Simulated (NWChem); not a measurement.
Molecule: SeF₂; SMILES F[Se]F

Program: NWChem. Geometry: optimised at PBE0-D3(BJ)/def2-TZVP. B3LYP is NWChem's, with the RPA form of VWN correlation. Ions are spin-unrestricted doublets at the neutral geometry; other ion states weren't tried.

```json
[
 {"level": "B3LYP/def2-SVP", "vertical ionisation energy, ΔSCF (eV)": "9.87", "−ε(HOMO) (eV)": "6.65", "ΔSCF minus −ε(HOMO) (eV)": "3.22"},
 {"level": "PBE/def2-SVP", "vertical ionisation energy, ΔSCF (eV)": "9.49", "−ε(HOMO) (eV)": "5.41", "ΔSCF minus −ε(HOMO) (eV)": "4.08"},
 {"level": "BHandHLYP/def2-SVP", "vertical ionisation energy, ΔSCF (eV)": "…", "−ε(HOMO) (eV)": "…", "ΔSCF minus −ε(HOMO) (eV)": "…"},
 {"level": "LRC-wPBEh/def2-SVP", "vertical ionisation energy, ΔSCF (eV)": "9.92", "−ε(HOMO) (eV)": "8.85", "ΔSCF minus −ε(HOMO) (eV)": "1.07"},
 {"level": "r2SCAN/def2-SVP", "vertical ionisation energy, ΔSCF (eV)": "9.76", "−ε(HOMO) (eV)": "5.85", "ΔSCF minus −ε(HOMO) (eV)": "3.91"}
]
```

Complete the blanks.


- BHandHLYP/def2-SVP, vertical ionisation energy, ΔSCF (eV): 10.09
- BHandHLYP/def2-SVP, −ε(HOMO) (eV): 8.31
- BHandHLYP/def2-SVP, ΔSCF minus −ε(HOMO) (eV): 1.78
